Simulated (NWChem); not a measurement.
A series in which one site is exchanged, each optimised at PBE0/def2-SVP with NWChem, gas phase unless a solvent is named. Pople sets run with spherical d functions. This build's default masses of Se (78.918 u) and Br (79.917 u) are each other's, which moves their modes by up to 0.6 %. Shieldings are non-relativistic GIAO values without spin-orbit effects.

A: [SiH3][SeH] (SiH4Se; site = Se)
B: S[SiH3] (SiH₄S; site = S)
C: [MgH][SiH3] (MgSiH4; site = Mg)
D: O[SiH3] (SiH$_{4}$O; site = O)

```csv
quantity,A,B,C,D
"orbital gap (eV), PBE0/def2-SVP",7.19,7.86,5.84,___
"highest harmonic frequency (cm⁻¹), PBE0/def2-SVP",2450,2714,2185,___
"static polarisability, B3LYP/def2-SVPD (bohr³)",59.4,51.7,68.9,___
"29Si shift against tetramethylsilane, B3LYP/6-31G* (ppm)",-24.2,-22.8,-113.8,___
```

Q: What belongs in the gaps?

A: 
- orbital gap (eV), PBE0/def2-SVP, D: 9.18
- highest harmonic frequency (cm⁻¹), PBE0/def2-SVP, D: 3939
- static polarisability, B3LYP/def2-SVPD (bohr³), D: 33.7
- 29Si shift against tetramethylsilane, B3LYP/6-31G* (ppm), D: -11.4
